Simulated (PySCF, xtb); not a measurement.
C₂H₇BrSi, SMILES Br[SiH](C)C.

Harmonic wavenumbers (cm⁻¹) from GFN2-xTB run with xtb 6.7.1 at its own minimum, in rising order: 108, 117, 143, 156, 201, 381, 614, 650, 713, 771, 802, 841, 841, 853, 1379, 1381, 1473, 1477, 1477, 1482, 2285, 3021, 3025, 3033, 3035, 3041, 3042.

Task: What does PySCF with PBE0-D3(BJ)/def2-SVP give at its own minimum? (The exact figures need the calculation; the answer reports its results.)

Result: 162, 169, 170, 183, 230, 404, 619, 663, 702, 710, 780, 858, 887, 907, 1261, 1266, 1418, 1422, 1426, 1435, 2237, 3057, 3058, 3162, 3163, 3176, 3176. Paired by order, the mean absolute difference is 57 cm⁻¹ and the zero-point energies are 52.0 and 52.5 kcal/mol.
